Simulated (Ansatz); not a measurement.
`CC(C)[O][Mg][F]` → 3 C• + F• + 7 H• + Mg (atom) + O•  (atomization)

Program: Ansatz. Geometries: PBE0-D4/def2-TZVP. ΔE: electronic, gas phase. CCSD(T)/CBS adds triple-zeta CCSD(T) − MP2 to the extrapolated MP2 energy (def2 sets, frozen cores). This one scheme is used for every species, atoms too. For atomizations the MP2-based limit and the directly extrapolated one differ by several kJ/mol either way, and by 10 to 25 for some Ge, Se and Sn compounds, so smaller differences from it don't rank the levels. DFT in def2-TZVPP. No spin–orbit coupling; open shells (•) take unrestricted orbitals. Spin–orbit coupling would lower the free atoms: a little for C, F, O. Bonds to Mg are less sure, by a few kJ/mol each and by 10 to 20 or more in all where they break to atoms, as the def2 sets lack core-valence functions. Each species was taken in one conformer, which may not be the lowest.

```csv
level,ΔE (kJ/mol)
PBE0-D4,5006.8
BHLYP-D4,4848.0
r2SCAN0,4944.7
SCS-MP2/def2-QZVPP,5051.2
```

(1) What does CCSD(T)/CBS give? (An estimate is asked.)

Largest T1 diagnostic among the species: 0.011.

Results:

(1) The calculation gave: +5034.1 kJ/mol. The listed levels differ from it by -27.3, -186.1, -89.4, 17.1 kJ/mol.

The D4 term adds +36.8 kJ/mol with B3LYP and +19.5 kJ/mol with PBE0; it sums over pairs of atoms, weighted by their polarisabilities, and B3LYP, whose exchange is more repulsive, gets the larger term. From PBE to PBE0 (25 % exact exchange), in def2-TZVPP and without D4, ΔE moves by −87.2 kJ/mol: exact exchange takes away binding that semilocal exchange gives to molecules.

B3LYP here is the variant with VWN-RPA as its local correlation; programs differ in this.
